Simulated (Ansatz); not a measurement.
`C[CH2][Mg][NH2]` + H₂O → `[NH2][Mg][OH]` + `CC`  (formal hydrolysis of a Mg–C bond)

Calculated with Ansatz (gas phase, PBE0-D4/def2-TZVP geometries, no zero-point term in ΔE). CBS: MP2 limit from def2 TZ/QZ plus the TZ coupled-cluster correction, frozen cores. This one scheme is used for every species. DFT in def2-TZVPP. For Mg outer-core shells are correlated without core-valence functions, which leaves a few kJ/mol of doubt a bond. One conformer a species, not always the lowest.

`C[CH2][Mg][NH2]`:

Cartesian coordinates in Å:
```
C -0.295 1.731 -0.791
C 0.612 0.946 0.159
Mg 0.140 -1.075 0.458
N -0.280 -2.901 0.734
H -1.335 1.745 -0.449
H 0.013 2.778 -0.898
H -0.304 1.304 -1.798
H 0.628 1.435 1.141
H 1.649 0.999 -0.196
H -0.888 -3.278 1.445
H 0.061 -3.684 0.196
```

H₂O:

Z-matrix (Å, degrees):
```
O
H 1 0.960
H 1 0.960 2 105.1
```

`[NH2][Mg][OH]`:

Cartesian coordinates in Å:
```
N 0.015 -1.418 0.418
Mg -0.040 0.382 -0.128
O -0.160 2.063 -0.669
H -0.291 -1.783 1.307
H 0.344 -2.199 -0.128
H 0.132 2.955 -0.799
```

`CC`:

Z-matrix (Å, degrees):
```
C
C 1 1.519
H 1 1.093 2 111.4
H 1 1.093 2 111.4 3 120.0
H 1 1.093 2 111.4 3 -120.0
H 2 1.093 1 111.4 3 180.0
H 2 1.093 1 111.4 3 -60.0
H 2 1.093 1 111.4 3 60.0
```

```json
{"level": "LDA (SPW92)", "ΔE (kJ/mol)": "-140.8", "difference from CCSD(T)/CBS": "8.5"}
{"level": "PBE-D4", "ΔE (kJ/mol)": "-141.7", "difference from CCSD(T)/CBS": "7.6"}
{"level": "r2SCANh-D4", "ΔE (kJ/mol)": "-157.5", "difference from CCSD(T)/CBS": "-8.2"}
{"level": "ωB97X-V", "ΔE (kJ/mol)": "-156.4", "difference from CCSD(T)/CBS": "-7.1"}
{"level": "PBE", "ΔE (kJ/mol)": "-143.5", "difference from CCSD(T)/CBS": "5.8"}
{"level": "BHLYP", "ΔE (kJ/mol)": "-163.6", "difference from CCSD(T)/CBS": "-14.3"}
{"level": "HF/def2-TZVPP", "ΔE (kJ/mol)": "-170.4", "difference from CCSD(T)/CBS": "-21.1"}
{"level": "CCSD/def2-TZVPP", "ΔE (kJ/mol)": "-152.8", "difference from CCSD(T)/CBS": "-3.5"}
{"level": "CCSD(T)/def2-TZVPP", "ΔE (kJ/mol)": "-149.0", "difference from CCSD(T)/CBS": "0.3"}
{"level": "MP2/CBS(def2)", "ΔE (kJ/mol)": "-154.4", "difference from CCSD(T)/CBS": "-5.1"}
{"level": "CCSD(T)/CBS", "ΔE (kJ/mol)": "-149.3", "difference from CCSD(T)/CBS": "0"}
```

Largest T1 diagnostic among the species: 0.010.

From PBE to PBE0 (25 % exact exchange), in def2-TZVPP and without D4, ΔE moves by −4.3 kJ/mol. At CCSD(T), def2-SVP lies −19.0 kJ/mol from the extrapolated value and def2-TZVPP +0.3 kJ/mol. In def2-TZVPP, CCSD(T) changes the Hartree–Fock value by +21.4 kJ/mol (the triples alone add +3.8 kJ/mol) and MP2 by +16.2 kJ/mol.
